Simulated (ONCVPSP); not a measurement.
## Al: one change to an ONCV potential, before and after

```
Element                 : Al (Z = 13)
Generator               : ONCVPSP 4.0.1
Type                    : optimised norm-conserving Vanderbilt (ONCV)
Functional              : Wu-Cohen
Relativity              : scalar-relativistic
Frozen core             : [He]
Valence charge          : 11
Reference configuration : 2s2 2p6 3s2 (charge +1)
Partial waves           : 2s+3s: rc 1.20 bohr, ncon 4, nbas 9, qcut 12.8 1/bohr, 2 projectors; 2p: rc 0.95 bohr, ncon 3, nbas 7, qcut 11.5 1/bohr, 2 projectors, debl 2.6 Ha
Local potential         : polynomial inside 0.70 bohr (lpopt 5, dvloc0 0 Ha)
Core correction         : none
```

In the p channel the program set the typed energies aside and used -2.867, 0.250 Ha.

Change: all radii scaled by about 1.08 (s 1.30, p 1.02 bohr); local potential polynomial inside 0.76 bohr (lpopt 5, dvloc0 0 Ha).

Cutoffs: the cutoffs (Ha) at which the residual kinetic energy of the hardest occupied pseudo-wave falls to 1 and 0.1 mHa per electron; they do not see the model core or the augmentation charge, which bear on the density cutoff. Errors are all-electron minus pseudo energies relative to the spin-unpolarised reference configuration.

Predict the effect on cutoff, ghosts and configuration errors.

The potential gets softer (63 Ha and 181 Ha → 59 Ha and 74 Ha); of the 4 tests that both files solve, the error grows in 1 and shrinks in 0 by more than 15 % and 0.3 meV (median size 0.8 → 0.9 meV); neither file shows a bound ghost. A larger radius leaves more room for a smooth pseudo-wave, so fewer plane waves are needed.

```tsv
quantity	base	changed
cutoff, loose	63 Ha	59 Ha
cutoff, tight	181 Ha	74 Ha
loose cutoff by channel	s 27 Ha, p 63 Ha	s 30 Ha, p 59 Ha
bound ghosts	none	none
GHOST(+) flags under 300 eV	none	none
error for 2s2 2p6 3s2 3p1, meV [ΔE -5.74 eV]	+0.4	+0.4
error for 2s2 2p6 3s1, meV [ΔE 19.19 eV]	-1.2	-1.4
error for 2s2 2p6 3s0, meV [ΔE 47.33 eV]	-5.8	-6.7
error for 2s2 2p6 3s2 3p0.5, meV [ΔE -3.67 eV]	+0.2	+0.2
```
